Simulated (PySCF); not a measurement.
BFH, SMILES F[BH] (connectivity only; charge and spin as stated), charge +1, multiplicity 1.

Geometry: PBE0-D3(BJ)/def2-TZVPD. The multiplicity is an assumed one; other spin states were not compared. The isomer is the one that the SMILES or the coordinates give; other isomers of the formula were not compared.

These are TDA-PBE0/def2-TZVPD (PySCF 2.14.0) values and carry that method's errors.

Vertical excitations; the highest root listed may be one member of a degenerate set. Gas-phase values at a fixed geometry. State labels are in the subgroup C2v.

Computed lowest excited states:
| state | symmetry | energy (eV) | λ (nm) | f | main pairs |
|---|---|---|---|---|---|
| S1 | B2 | 11.29 | 110 | 0.158 | HOMO→LUMO+1 (degenerate set) |
| S2 | B1 | 11.29 | 110 | 0.158 | HOMO→LUMO (degenerate set) |
| S3 | A2 | 11.50 | 108 | 0.000 | HOMO−1→LUMO 50 %, HOMO−2→LUMO+1 50 % |
| S4 | A2 | 11.64 | 106 | 0.000 | HOMO−2→LUMO+1, HOMO−1→LUMO (degenerate set) |
| S5 | A1 | 11.64 | 106 | 0.000 | HOMO−1→LUMO+1, HOMO−2→LUMO (degenerate set) |
| S6 | A1 | 14.36 | 86 | 0.000 | HOMO→LUMO+2 40 %, HOMO−2→LUMO 25 %, HOMO−1→LUMO+1 25 % |
| S7 | B2 | 14.40 | 86 | 0.036 | HOMO−3→LUMO+1, HOMO−1→LUMO+2 (degenerate set) |
| S8 | B1 | 14.40 | 86 | 0.036 | HOMO−3→LUMO, HOMO−2→LUMO+2 (degenerate set) |
| S9 | B2 | 14.95 | 83 | 0.197 | HOMO−1→LUMO+2, HOMO−3→LUMO+1 (degenerate set) |
| S10 | B1 | 14.95 | 83 | 0.197 | HOMO−2→LUMO+2, HOMO−3→LUMO (degenerate set) |
| T1 | B1 | 8.85 | 140 | 0 | HOMO→LUMO (degenerate set) |
| T2 | B2 | 8.85 | 140 | 0 | HOMO→LUMO+1 (degenerate set) |
| T3 | A1 | 10.39 | 119 | 0 | HOMO−1→LUMO+1 47 %, HOMO−2→LUMO 47 % |
| T4 | A1 | 10.86 | 114 | 0 | HOMO−2→LUMO 49 %, HOMO−1→LUMO+1 49 % |
Triplets are in the Tamm–Dancoff approximation.
